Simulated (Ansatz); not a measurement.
mercury atom (Hg), singlet (core potentials on Hg); BLYP/def2-SVP (Ansatz, a first-principles code).

Ansatz was given this input:
Ansatz 0.2 input:
```yaml
crystal:
  periodic: [false, false, false]
  atoms:
    - {symbol: Hg, position_ang: [0.00000000, 0.00000000, 0.00000000]}
basis:
  gaussian:
    orbitals: def2-SVP
    point_charges:
      - {charge: 0.5, position_ang: [-0.1918, 0.2980, 2.9790]}
hamiltonian:
  xc: blyp
```

The log (banner, timings and long lists left out):

```
Functional definition: BLYP
298 factors; their error is unknown
mean field evaluation 1: about -4176.9173 eV, gradient 1.0e1 eV
mean field evaluation 2: about -4176.6254 eV, gradient 1.7e1 eV
mean field evaluation 4: about -4177.1256 eV, gradient 2.0e-1 eV
mean field evaluation 8: about -4177.1077 eV, gradient 6.1e-4 eV
mean field -4177.10765758 eV, -153.5058750707 hartree, gradient 3.5e-5 eV, S^2 0.000000; 0 other end points of the search recorded, 0 dependent functions left out
reference -4177.10785537 eV, -153.5058823396 hartree; 10, 10 occupied and 22, 22 virtual orbitals, 298 factors
Total energy: -4177.10785537 eV, -153.5058823396 hartree
```
